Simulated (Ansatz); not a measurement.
Geometry optimisation, RKS PBE0/def2-SVP (Ansatz).

input.yaml

```yaml
crystal:
  periodic: [false, false, false]
  atoms:
    - { symbol: C, position_ang: [-0.7772, 0.8157, 0.0137] }
    - { symbol: C, position_ang: [-0.0528, -0.3265, 0.567] }
    - { symbol: B, position_ang: [1.1232, -0.7386, -0.4025] }
    - { symbol: Cl, position_ang: [0.899, -1.3809, -2.0863] }
    - { symbol: H, position_ang: [-1.2746, 0.5926, -0.9974] }
    - { symbol: H, position_ang: [-1.6437, 1.1492, 0.7003] }
    - { symbol: H, position_ang: [-0.132, 1.7436, -0.1167] }
    - { symbol: H, position_ang: [0.07498, -0.25414, -0.59075] }
    - { symbol: H, position_ang: [0.3643, -0.034, 1.6057] }
    - { symbol: H, position_ang: [2.2688, -0.6975, 0.0356] }
basis:
  gaussian: { orbitals: def2-SVP }
hamiltonian:
  xc: pbe0
relax:
  f_tol: 0.02
  max_steps: 50
output:
  orbitals: {}
```

Command:

```bash
$ ansatz run input.yaml --threads 2 --pin off --max-ram 3072MiB --backend cpu --events-out ev --progress --plain --runs-dir out
```

Question: Where does it end, and by what steps?

Answer: The run converged. The force dipped under the threshold on the way, but the program's further checks kept it going. After 21 steps the energy has fallen by 5.284 eV; H8 moved furthest, 1.88 Å. Parted: B3–H8 (1.17 → 2.14 Å).

```json
{"step": "0", "energy less start (eV)": "0.0000", "largest force component (eV/Å)": "4.980", "accepted": "yes"}
{"step": "1", "energy less start (eV)": "-1.3414", "largest force component (eV/Å)": "2.038", "accepted": "yes"}
{"step": "2", "energy less start (eV)": "-2.0960", "largest force component (eV/Å)": "1.765", "accepted": "yes"}
{"step": "3", "energy less start (eV)": "-2.7123", "largest force component (eV/Å)": "1.710", "accepted": "yes"}
{"step": "4", "energy less start (eV)": "-3.2890", "largest force component (eV/Å)": "1.367", "accepted": "yes"}
{"step": "5", "energy less start (eV)": "-3.8208", "largest force component (eV/Å)": "1.012", "accepted": "yes"}
{"step": "6", "energy less start (eV)": "-4.2285", "largest force component (eV/Å)": "1.122", "accepted": "yes"}
{"step": "7", "energy less start (eV)": "-4.6303", "largest force component (eV/Å)": "0.612", "accepted": "yes"}
{"step": "8", "energy less start (eV)": "-4.8849", "largest force component (eV/Å)": "0.629", "accepted": "yes"}
{"step": "9", "energy less start (eV)": "-5.0580", "largest force component (eV/Å)": "0.820", "accepted": "yes"}
{"step": "10", "energy less start (eV)": "-5.1817", "largest force component (eV/Å)": "0.565", "accepted": "yes"}
{"step": "11", "energy less start (eV)": "-5.2156", "largest force component (eV/Å)": "0.644", "accepted": "yes"}
{"step": "12", "energy less start (eV)": "-5.2518", "largest force component (eV/Å)": "0.543", "accepted": "yes"}
{"step": "13", "energy less start (eV)": "-5.2632", "largest force component (eV/Å)": "0.478", "accepted": "yes"}
{"step": "14", "energy less start (eV)": "-5.2796", "largest force component (eV/Å)": "0.072", "accepted": "yes"}
{"step": "15", "energy less start (eV)": "-5.2821", "largest force component (eV/Å)": "0.019", "accepted": "yes"}
{"step": "16", "energy less start (eV)": "-5.2826", "largest force component (eV/Å)": "0.082", "accepted": "yes"}
{"step": "17", "energy less start (eV)": "-5.2832", "largest force component (eV/Å)": "0.042", "accepted": "yes"}
{"step": "18", "energy less start (eV)": "-5.2834", "largest force component (eV/Å)": "0.006", "accepted": "yes"}
{"step": "19", "energy less start (eV)": "-5.2835", "largest force component (eV/Å)": "0.012", "accepted": "yes"}
{"step": "20", "energy less start (eV)": "-5.2828", "largest force component (eV/Å)": "0.083", "accepted": "no"}
{"step": "21", "energy less start (eV)": "-5.2836", "largest force component (eV/Å)": "0.005", "accepted": "yes"}
```

```xyz
10
Properties=species:S:1:pos:R:3
C -0.879 0.844 -0.148
C 0.497 0.321 0.233
B 0.991 -1.030 -0.363
Cl 0.010 -1.978 -1.468
H -0.964 0.996 -1.235
H -1.671 0.134 0.136
H -1.102 1.805 0.342
H 1.292 1.056 -0.009
H 0.600 0.211 1.332
H 2.075 -1.489 -0.091
```

Run time: 27 s on 2 threads of AMD EPYC 9R14 (Zen 4), with other jobs on the host, peak memory 0.19 GiB.
